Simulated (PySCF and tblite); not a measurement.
Values are calculated unless marked as measured or tabulated.
System: C₈H₉B, numbered as in [BH2:1][C:2]1=[CH:3][C@H:4]2[CH:5]=[CH:6][C@H:7]3[C@@H:8]1[C@@H:9]23.

Motion: Cope rearrangement (breaking C8–C7, making C3–C5). GFN2-xTB gives an electronic barrier of 2.8 kcal/mol.

Q: What does BP86/pcSseg-1 + D3(BJ) give on PBE0-D3(BJ)/def2-SVP geometries?

A: A barrier of 5.5 kcal/mol, 2.7 above the tight-binding barrier (from unrounded values) and, with GFN2-xTB thermal terms, ΔG‡(298 K) = 5.1 kcal/mol and k = 1.2×10⁹ s⁻¹ (1 equivalent path).

Q: And the level of the geometries itself, PBE0-D3(BJ)/def2-SVP?

A: 7.7 kcal/mol.

Programs: tblite and PySCF.
